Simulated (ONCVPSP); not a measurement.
## Before and after: ONCV potential for bismuth

Bi (Z = 83), optimised norm-conserving Vanderbilt (ONCV), made with ONCVPSP 4.0.1 (PW91, scalar-relativistic). Core [Xe] 4f14, reference 5d10 6s1.5 6p3.5. Waves: 6s: rc 1.85 bohr, ncon 3, nbas 7, qcut 2.9 1/bohr, 2 projectors, debl 1.2 Ha; 6p: rc 2.55 bohr, ncon 4, nbas 8, qcut 3.5 1/bohr, 2 projectors, debl 2.2 Ha; 5d: rc 1.80 bohr, ncon 4, nbas 9, qcut 8.3 1/bohr, 2 projectors, debl 1.9 Ha. Local part: polynomial inside 1.80 bohr (lpopt 5, dvloc0 1 Ha). Core correction: Teter function, fcfact 4, rcfact 1.6.

All-electron outer shells of the reference configuration (PW91, scalar-relativistic, ld1.x):

| shell | level (eV) | outermost node (bohr) | outermost maximum (bohr) |
| --- | --- | --- | --- |
| 4f | -153.58 | – | 0.34 |
| 5p | -96.79 | 0.48 | 0.86 |
| 5d | -27.94 | 0.51 | 1.03 |
| 6s | -15.08 | 0.98 | 1.86 |
| 6p | -4.96 | 1.14 | 2.44 |

Change: functional LDA (Perdew-Zunger).

Cutoffs: the cutoffs (Ha) at which the residual kinetic energy of the hardest occupied pseudo-wave falls to 1 and 0.1 mHa per electron; they do not see the model core or the augmentation charge, which bear on the density cutoff. Errors are all-electron minus pseudo energies relative to the spin-unpolarised reference configuration.

Predict the effect on cutoff, ghosts and configuration errors.

The potential gets neither clearly harder nor softer (32 Ha and 52 Ha → 32 Ha and 52 Ha); of the 4 tests that both files solve, the error grows in 0 and shrinks in 3 by more than 15 % and 0.3 meV (median size 16.7 → 13.8 meV); neither file shows a bound ghost.

```csv
quantity,base,changed
"cutoff, loose",32 Ha,32 Ha
"cutoff, tight",52 Ha,52 Ha
loose cutoff by channel,"s 32 Ha, p 5.0 Ha, d 25 Ha","s 32 Ha, p 5.1 Ha, d 25 Ha"
bound ghosts,none,none
GHOST(+) flags under 300 eV,"s at 45.5 eV, p at 105.9 eV","s at 46.1 eV, p at 106.1 eV"
"error for 5d10 6s2 6p3, meV [ΔE -5.01 → -5.04 eV]",-2.0,-1.6
"error for 5d10 6s2 6p2, meV [ΔE 2.96 → 3.11 eV]",-8.1,-6.8
"error for 5d10 6s2 6p1, meV [ΔE 18.29 → 18.68 eV]",-25,-21
"error for 5d9 6s2 6p4, meV [ΔE 19.18 → 19.08 eV]",-143,-128
s: phases at 1.88 bohr within 0.05 rad from the reference energy up to (Ha; the scan ends near 5),1.6,1.7
p: phases at 2.58 bohr within 0.05 rad from the reference energy up to (Ha; the scan ends near 5),2.6,2.6
d: phases at 1.83 bohr within 0.05 rad from the reference energy up to (Ha; the scan ends near 5),to the end of the scan,to the end of the scan
"rms error of d²Exc/dni dnj with the model core, mHa",0.69,0.45
```
